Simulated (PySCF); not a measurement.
C4H7F, SMILES C/C=C(\C)F. Atoms are numbered in the order given.

```xyz
12

C     -0.1143     2.0628     0.0000
C      0.6335     0.7605     0.0000
C      0.1042    -0.4628     0.0000
C     -1.3250    -0.8990     0.0000
F      0.9399    -1.5273     0.0000
H      0.1472     2.6654    -0.8858
H     -1.2049     1.9247     0.0000
H      0.1472     2.6654     0.8858
H      1.7284     0.8045     0.0000
H     -1.5270    -1.5190    -0.8882
H     -1.5270    -1.5190     0.8882
H     -2.0135    -0.0453     0.0000
```

Coordinates come from a ωB97X-D3(BJ)/def2-SVP optimisation.

Computed with TDDFT-CAM-B3LYP/def2-SVPD (PySCF).

Vertical excitations.  State labels are in the subgroup Cs.

Computed excitation energies, oscillator strengths and character:
| state | symmetry | energy (eV) | λ (nm) | f | main pairs |
|---|---|---|---|---|---|
| S1 | A" | 6.67 | 186 | 0.000 | HOMO→LUMO 92 % |
| S2 | A' | 7.28 | 170 | 0.464 | HOMO→LUMO+1 97 % |
| S3 | A" | 7.39 | 168 | 0.000 | HOMO→LUMO+2 70 %, HOMO→LUMO+4 18 % |
| S4 | A" | 7.64 | 162 | 0.016 | HOMO→LUMO+3 84 % |
| S5 | A" | 8.22 | 151 | 0.008 | HOMO→LUMO+4 67 %, HOMO→LUMO+2 19 % |
| S6 | A" | 8.76 | 141 | 0.002 | HOMO→LUMO+5 87 % |
| S7 | A" | 8.97 | 138 | 0.000 | HOMO−1→LUMO+1 91 % |
| S8 | A' | 9.04 | 137 | 0.059 | HOMO→LUMO+6 91 % |
| S9 | A' | 9.25 | 134 | 0.007 | HOMO→LUMO+7 67 %, HOMO→LUMO+9 25 % |
| S10 | A" | 9.46 | 131 | 0.031 | HOMO→LUMO+8 81 % |
| T1 | A' | 4.33 | 286 | 0 | HOMO→LUMO+1 93 % |
| T2 | A" | 6.55 | 189 | 0 | HOMO→LUMO 90 % |
| T3 | A" | 7.20 | 172 | 0 | HOMO→LUMO+2 62 %, HOMO→LUMO+4 24 % |
| T4 | A" | 7.56 | 164 | 0 | HOMO→LUMO+3 85 % |
Triplets are in the Tamm–Dancoff approximation, which puts them higher than full response would, so one can lie above its singlet here.
Roots above 9.2 eV, the ΔSCF ionisation energy, lie in the ionisation continuum and depend on the basis.
